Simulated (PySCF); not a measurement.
F3GeHS, SMILES [SH][Ge]([F])([F])[F]. Atoms are numbered in the order given.

```xyz
6

F     -0.8823    -1.1394    -1.1357
Ge    -0.2460     0.0427    -0.0579
F     -0.4725     1.5395    -0.8778
F     -1.2638     0.0635     1.3262
S      1.8241    -0.3303     0.5484
H      2.2550    -0.2539    -0.7347
```

Geometry optimised at B3LYP-D3(BJ)/def2-SVP. The structure was generated by enumeration, and PubChem lists no compound with its InChIKey, so it may never have been made. One conformer was computed; it need not be the lowest.

Computed with PBE/pcSseg-1 in PySCF.

GIAO shieldings, no solvent; atoms alike by connectivity are averaged. δ = σ(ref) − σ: ¹⁹F against CFCl3 (σ = 133.6 ppm); ⁷³Ge against GeH4 (σ = 1614.4 ppm); ³³S against H2S (σ = 706.5 ppm); ¹H against TMS (σ = 31.49 ppm), references at their B3LYP-D3(BJ)/def2-TZVP geometries, non-relativistic.

```json
[
 {"nucleus": "¹⁹F", "atoms": "F1, F3, F4", "count": "3", "δ (ppm)": "-126.5"},
 {"nucleus": "⁷³Ge", "atoms": "Ge2", "count": "1", "δ (ppm)": "343.1"},
 {"nucleus": "³³S", "atoms": "S5", "count": "1", "δ (ppm)": "58.6"},
 {"nucleus": "¹H", "atoms": "H6", "count": "1", "δ (ppm)": "1.73"}
]
```
